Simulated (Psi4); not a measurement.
C2H7BFNSe (SMILES CN(C)B(F)[SeH]), singlet, geometry from GFN2-xTB, atoms displaced at random by about 0.08 Å a coordinate; HF/STO-3G, gradient run with Psi4 1.11.

Input for Psi4:
```
memory 2 GB

molecule {
0 1
B     0.25670686   -0.47842156   -0.25461703
F     1.16516689   -0.80922341   -1.12331650
N    -0.18350433   -1.19807973    0.80624218
C    -0.97022480   -0.96401682    1.99642355
C     0.40316257   -2.60126012    0.78543523
H    -1.76112212   -1.61276064    1.81142007
H    -0.42580567   -0.96690054    2.75871349
H    -1.29065921    0.02650592    1.72306792
H     1.04301973   -2.68275093    1.75090965
H    -0.43870747   -3.26284915    0.84717105
H     1.28855385   -2.86015266   -0.01309642
Se   -0.13482955    1.33651211   -0.50453511
H    -1.02847573    1.57035501    0.54266244
symmetry c1
no_reorient
no_com
}

set {
  basis sto-3g
}

gradient('scf')
print_variables()
```

Task: Write the output that Psi4 gives for this input, abridged.

Result: 
```
gradient() will perform analytic gradient computation.

   => Loading Basis Set <=

    Name: STO-3G
    Role: ORBITAL
    Keyword: BASIS

         ---------------------------------------------------------
                                   SCF
               by Justin Turney, Rob Parrish, Andy Simmonett
                          and Daniel G. A. Smith
                              RHF Reference
         ---------------------------------------------------------

  ==> Geometry <==

    Molecular point group: c1
    Full point group: C1

    Geometry (in Angstrom), charge = 0, multiplicity = 1:

       Center              X                  Y                   Z               Mass
    ------------   -----------------  -----------------  -----------------  -----------------
         B            0.256706860000    -0.478421560000    -0.254617030000    11.009305360000
         F            1.165166890000    -0.809223410000    -1.123316500000    18.998403162730
         N           -0.183504330000    -1.198079730000     0.806242180000    14.003074004430
         C           -0.970224800000    -0.964016820000     1.996423550000    12.000000000000
         C            0.403162570000    -2.601260120000     0.785435230000    12.000000000000
         H           -1.761122120000    -1.612760640000     1.811420070000     1.007825032230
         H           -0.425805670000    -0.966900540000     2.758713490000     1.007825032230
         H           -1.290659210000     0.026505920000     1.723067920000     1.007825032230
         H            1.043019730000    -2.682750930000     1.750909650000     1.007825032230
         H           -0.438707470000    -3.262849150000     0.847171050000     1.007825032230
         H            1.288553850000    -2.860152660000    -0.013096420000     1.007825032230
         SE          -0.134829550000     1.336512110000    -0.504535110000    79.916521800000
         H           -1.028475730000     1.570355010000     0.542662440000     1.007825032230

  Running in c1 symmetry.

  Rotational constants: A =      0.13410  B =      0.04704  C =      0.03533 [cm^-1]
  Rotational constants: A =   4020.13086  B =   1410.24683  C =   1059.26320 [MHz]
  Nuclear repulsion =  424.257998202143256

  Charge       = 0
  Multiplicity = 1
  Electrons    = 74
  Nalpha       = 37
  Nbeta        = 37

  ==> Algorithm <==

  SCF Algorithm Type is DF.
  DIIS enabled.
  MOM disabled.
  Fractional occupation disabled.
  Guess Type is SAD.
  Energy threshold   = 1.00e-08
  Density threshold  = 1.00e-08
  Integral threshold = 1.00e-12

  ==> Primary Basis <==

  Basis Set: STO-3G
    Blend: STO-3G
    Number of shells: 30
    Number of basis functions: 50
    Number of Cartesian functions: 51
    Spherical Harmonics?: true
    Max angular momentum: 2

   => Loading Basis Set <=

    Name: (STO-3G AUX)
    Role: JKFIT
    Keyword: DF_BASIS_SCF

  ==> Integral Setup <==

  SCF_SUBTYPE=INCORE selected. In-core MEM_DF algorithm will be used.
  Using in-core AOs.

  ==> MemDFJK: Density-Fitted J/K Matrices <==

    J tasked:                   Yes
    K tasked:                   Yes
    wK tasked:                   No
    Algorithm:                 Core
    Schwarz Cutoff:           1E-12
    Mask sparsity (%):       5.0400
    Fitting Condition:        1E-10

   => Auxiliary Basis Set <=

  Basis Set: (STO-3G AUX)
    Blend: DEF2-UNIVERSAL-JKFIT
    Number of shells: 227
    Number of basis functions: 771
    Number of Cartesian functions: 964
    Spherical Harmonics?: true
    Max angular momentum: 5

  Minimum eigenvalue in the overlap matrix is 1.8175221582E-01.
  Reciprocal condition number of the overlap matrix is 7.1098992423E-02.
    Using symmetric orthogonalization.

  ==> Pre-Iterations <==

  SCF Guess: Superposition of Atomic Densities via on-the-fly atomic UHF (no occupation information).

   -------------------------
    Irrep   Nso     Nmo
   -------------------------
     A         50      50
   -------------------------
    Total      50      50
   -------------------------

  ==> Iterations <==

                           Total Energy        Delta E     RMS |[F,P]|

   @DF-RHF iter SAD: -2623.22061756632547   -2.62322e+03   0.00000e+00
   @DF-RHF iter   1: -2628.43818469725420   -5.21757e+00   9.49590e-03 ADIIS/DIIS
   @DF-RHF iter   2: -2628.61956914128086   -1.81384e-01   1.94185e-03 ADIIS/DIIS
   @DF-RHF iter   3: -2628.62628199459414   -6.71285e-03   4.27215e-04 ADIIS/DIIS
   @DF-RHF iter   4: -2628.62674513113598   -4.63137e-04   1.19008e-04 ADIIS/DIIS
   @DF-RHF iter   5: -2628.62679512766408   -4.99965e-05   3.25214e-05 DIIS
   @DF-RHF iter   6: -2628.62679838955319   -3.26189e-06   8.56342e-06 DIIS
   @DF-RHF iter   7: -2628.62679861473316   -2.25180e-07   1.14038e-06 DIIS
   @DF-RHF iter   8: -2628.62679861898232   -4.24916e-09   2.69716e-07 DIIS
   @DF-RHF iter   9: -2628.62679861920924   -2.26919e-10   6.21949e-08 DIIS
   @DF-RHF iter  10: -2628.62679861922288   -1.36424e-11   1.47157e-08 DIIS
   @DF-RHF iter  11: -2628.62679861922425   -1.36424e-12   3.29091e-09 DIIS
  Energy and wave function converged.

  ==> Post-Iterations <==

    Orbital Energies [Eh]
    ---------------------

    Doubly Occupied:

[...]
      37A     -0.254505

    Virtual:

[...]
      50A      1.010810

    Final Occupation by Irrep:
              A
    DOCC [    37 ]
    NA   [    37 ]
    NB   [    37 ]

  @DF-RHF Final Energy: -2628.62679861922425

   => Energetics <=

    Nuclear Repulsion Energy =            424.2579982021432556
    One-Electron Energy =               -4521.9796481525509080
    Two-Electron Energy =                1469.0948513311827810
    Total Energy =                      -2628.6267986192247008

Computation Completed

Properties will be evaluated at   0.000000,   0.000000,   0.000000 [a0]

Properties computed using the SCF density matrix

 Multipole Moments:

 ------------------------------------------------------------------------------------
     Multipole            Electronic (a.u.)      Nuclear  (a.u.)        Total (a.u.)
 ------------------------------------------------------------------------------------

 L = 1.  Multiply by 2.5417464519 to convert [e a0] to [Debye]
 Dipole X            :         -0.2364246           -0.2159365           -0.4523612
 Dipole Y            :          6.2564978           -7.1818654           -0.9253675
 Dipole Z            :         -5.1127825            6.0822135            0.9694309
 Magnitude           :                                                    1.4144724

 ------------------------------------------------------------------------------------

         ------------------------------------------------------------
                                   SCF GRAD
                          Rob Parrish, Justin Turney,
                       Andy Simmonett, and Alex Sokolov
         ------------------------------------------------------------

  ==> Geometry <==

    Molecular point group: c1
    Full point group: C1

    Geometry (in Angstrom), charge = 0, multiplicity = 1:

       Center              X                  Y                   Z               Mass
    ------------   -----------------  -----------------  -----------------  -----------------
         B            0.256706860000    -0.478421560000    -0.254617030000    11.009305360000
         F            1.165166890000    -0.809223410000    -1.123316500000    18.998403162730
         N           -0.183504330000    -1.198079730000     0.806242180000    14.003074004430
         C           -0.970224800000    -0.964016820000     1.996423550000    12.000000000000
         C            0.403162570000    -2.601260120000     0.785435230000    12.000000000000
         H           -1.761122120000    -1.612760640000     1.811420070000     1.007825032230
         H           -0.425805670000    -0.966900540000     2.758713490000     1.007825032230
         H           -1.290659210000     0.026505920000     1.723067920000     1.007825032230
         H            1.043019730000    -2.682750930000     1.750909650000     1.007825032230
         H           -0.438707470000    -3.262849150000     0.847171050000     1.007825032230
         H            1.288553850000    -2.860152660000    -0.013096420000     1.007825032230
         SE          -0.134829550000     1.336512110000    -0.504535110000    79.916521800000
         H           -1.028475730000     1.570355010000     0.542662440000     1.007825032230

  Nuclear repulsion =  424.257998202143256

  ==> Basis Set <==

  Basis Set: STO-3G
    Blend: STO-3G
    Number of shells: 30
    Number of basis functions: 50
    Number of Cartesian functions: 51
    Spherical Harmonics?: true
    Max angular momentum: 2

  ==> DFJKGrad: Density-Fitted SCF Gradients <==

    Gradient:                    1
    J tasked:                  Yes
    K tasked:                  Yes
    wK tasked:                  No
    Integrals threads:           1
    Schwarz Cutoff:          1E-12
    Fitting Condition:       1E-10

   => Auxiliary Basis Set <=

  Basis Set: (STO-3G AUX)
    Blend: DEF2-UNIVERSAL-JKFIT
    Number of shells: 227
    Number of basis functions: 771
    Number of Cartesian functions: 964
    Spherical Harmonics?: true
    Max angular momentum: 5

  -Total Gradient:
     Atom            X                  Y                   Z
    ------   -----------------  -----------------  -----------------
       1       -0.004341086687    -0.050608619771     0.000053111581
       2       -0.014976281789     0.043095182988     0.012786133928
       3       -0.074592099943     0.099720482004     0.032768179889
       4        0.086082513213    -0.060529574714     0.219662781997
       5       -0.100129649437    -0.016203509727    -0.035116115575
       6        0.044551802749     0.032705113613    -0.035196623888
       7       -0.101721875812     0.014185723419    -0.175714101456
       8        0.019432499744    -0.011441570048    -0.031397521781
       9        0.038362933958     0.004666962220     0.033456296935
      10        0.001579356713     0.026196513730     0.009126388186
      11        0.083282016358    -0.024072586896    -0.036843028277
      12        0.005872593629    -0.054001287318     0.024906764945
      13        0.016597277318    -0.003712829493    -0.018492266447

  Variable Map:
  ----------------------------------------------------------------------------
[...]
  Array Variable Map:
  ----------------------------------------------------------------------------
[...]
[...]
```
